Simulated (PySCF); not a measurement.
Te(I)(OMe) (CH3IOTe), SMILES CO[Te]I.

Coordinates come from a B3LYP-D3(BJ)/def2-SVP optimisation. This is a generated structure with no PubChem entry under its InChIKey; it may be hypothetical. The def2 effective core potentials stand for the cores of I, Te; spin–orbit coupling is left out. One conformer was computed; it need not be the lowest.

Level of theory: PySCF 2.14.0 with TDA-PBE/def2-SVPD.

Vertical excitations. The molecule is in vacuum.

Task: Estimate the UV-visible absorptions. (An estimate is asked for; the answer gives what the named calculation found.)

Result: 
```
state  energy (eV)  λ (nm)      f                                                                  main pairs
-----  -----------  ------  -----  --------------------------------------------------------------------------
S1            1.95     635  0.002                                                              HOMO→LUMO 99 %
S2            2.65     468  0.000                                                            HOMO→LUMO+1 98 %
S3            3.41     363  0.003                                                            HOMO−1→LUMO 90 %
S4            3.51     354  0.007                                                            HOMO−2→LUMO 83 %
S5            3.83     324  0.006                                        HOMO−3→LUMO 67 %, HOMO−1→LUMO+1 23 %
S6            4.03     307  0.002                                      HOMO−2→LUMO+1 67 %, HOMO−1→LUMO+1 30 %
S7            4.35     285  0.049  HOMO−1→LUMO+1 27 %, HOMO−2→LUMO+1 17 %, HOMO−3→LUMO 15 %, HOMO−4→LUMO 14 %
S8            4.41     281  0.007                                                          HOMO−3→LUMO+1 90 %
S9            4.57     271  0.013                                                            HOMO−4→LUMO 82 %
S10           5.09     243  0.014                                                            HOMO→LUMO+2 99 %
T1            1.36     912      0                                                             HOMO→LUMO 100 %
T2            2.01     618      0                                                            HOMO→LUMO+1 99 %
T3            2.93     423      0                                                            HOMO−1→LUMO 99 %
T4            3.00     413      0                                                            HOMO−2→LUMO 99 %
```
Triplets are in the Tamm–Dancoff approximation.
